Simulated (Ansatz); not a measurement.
Ansatz (a program for electronic structure) input (MP2/6-31G*):

Ansatz 0.2 input:
```yaml
crystal:
  periodic: [false, false, false]
  atoms:
    - {symbol: C, position_ang: [-0.05316400, -0.04635300, -0.58158900]}
    - {symbol: O, position_ang: [-0.06242300, 0.00239200, 0.58918400]}
    - {symbol: H, position_ang: [0.81836600, 0.25898200, -1.22393700]}
basis:
  gaussian:
    orbitals: 6-31G*
magnetization: {spin_polarized: true, initial_magnetization: 1}
correlation: {method: mp2, electrons: outside_noble_gas}
relax: {f_tol: 0.003, max_steps: 120}
```

From the output:

```
the calculation of the forces begins
relax step   3: F+E_penalty+E_count = -3089.39733301 eV  Δ(F+E_penalty+E_count) = -4.805e-4 eV  max|allowed force component| = 3.816e-2 eV/Å  Δτ_max = 0.0028 Å  (43 SCF iters, accepted)
these checks for a lower state are left out or cut short: starts, cluster_reference, orbital_swaps, neighbouring_geometries, increment
integrals: 0.00 GiB planned
330 factors; integrals over basis functions are off by at most 4.7e-4 eV
mean field: 0.05 GiB planned
mean field -3081.55436019 eV, -113.2450339844 hartree, gradient 2.0e-6 eV, S^2 0.765454; 0 other end points of the search recorded, 0 dependent functions left out
2 core orbitals not correlated
reference -3081.55436019 eV, -113.2450339844 hartree; 6, 5 occupied and 24, 25 virtual orbitals, 330 factors
densities: 0.05 GiB planned
second order -7.84312949 eV of doubles, -0.00000000 eV of singles
the calculation of the forces begins
relax step   4: F+E_penalty+E_count = -3089.39748968 eV  Δ(F+E_penalty+E_count) = -1.567e-4 eV  max|allowed force component| = 1.911e-3 eV/Å  Δτ_max = 0.0028 Å  (44 SCF iters, accepted)
these checks for a lower state are left out or cut short: cluster_reference
integrals: 0.00 GiB planned
330 factors; integrals over basis functions are off by at most 4.7e-4 eV
mean field: 0.05 GiB planned
mean field evaluation 64: about -3079.7134 eV, gradient 9.1e0 eV
mean field -3081.55436019 eV, -113.2450339844 hartree, gradient 2.0e-6 eV, S^2 0.765454; 3 other end points of the search recorded, 0 dependent functions left out
2 core orbitals not correlated
reference -3081.55436019 eV, -113.2450339844 hartree; 6, 5 occupied and 24, 25 virtual orbitals, 330 factors
densities: 0.05 GiB planned
second order -7.84312949 eV of doubles, -0.00000000 eV of singles
the calculation of the forces begins
Total energy: -3089.39748968 eV, -113.5332636770 hartree
Atom 0 at    -0.057587    -0.048538    -0.592556 Å, force    -0.001911    -0.000682     0.001141 eV/Å
Atom 1 at    -0.059989     0.003729     0.598220 Å, force     0.000328     0.000106    -0.000451 eV/Å
Atom 2 at     0.820355     0.259831    -1.222007 Å, force     0.001583     0.000576    -0.000691 eV/Å
Dipole moment:     0.194009     0.062739    -0.260111 e Å
Checks for a lower state left out: cluster_reference
```

The geometry given is a B3LYP-D3(BJ)/def2-TZVP minimum.
